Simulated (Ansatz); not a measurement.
# One step, two centres

1,2-elimination, with the central atom changed down its group and all else kept; in the first member these bonds form or tighten: H–N; these break or loosen: H–S, N–Si.

Gas-phase electronic energies, without zero-point energy, by CCSD(T) at an estimated basis limit (MP2 extrapolated from triple and quadruple zeta, plus CCSD(T) − MP2 in triple zeta); Ansatz 0.2.0, def2-TZVPP and QZVPP, frozen cores, core potentials past krypton, on PBE0-D4/def2-TZVP structures. Extrapolation: Hartree–Fock as exp(−7.88 √X), correlation as X^−2.97. All energies, in kJ/mol, count from the reactant; the end structure is reached by relaxing down from the saddle. Brackets give SMILES, or, where every atom is bracketed, only which atoms are joined. Steps whose reference was doubtful or whose search ended elsewhere are left out.

| reactants | products | saddle | end structure |
| --- | --- | --- | --- |
| SiNH₅S ([NH2][SiH2][SH]) | SiH₂S ([SiH2][S]) + NH₃, still joined by a dative N–Si bond | 120.6 | 48.4 |
| SnNH₅S ([NH2][SnH2][SH]) | SnH₂S ([S][SnH2]) + NH₃, still joined by a dative N–Sn bond | ? | 12.5 |

Question: What is the height of the saddle for SnNH₅S ([NH2][SnH2][SH])? (An estimate is asked for; the value comes from the calculation.)

Answer: Computed: 88.6 kJ/mol relative to the reactant, the lower of the two.

The saddle falls down the group: the larger centre, with longer and weaker bonds, takes on an extra partner at less cost.

T1 diagnostic: at most 0.015. The filled d shells of Sn are correlated in sets not built for that, so values that involve them are less sure.

For scale, one of the runs: CCSD(T)/def2-TZVPP, 193 basis functions, launched by `ansatz run in.yaml --threads 4 --pin off --events-out ev --progress --plain --max-ram 9574MiB`. Hardware: 4 CPU threads of an Intel Xeon, shared host. Wall time 64 s; peak host memory 2.4 GiB.
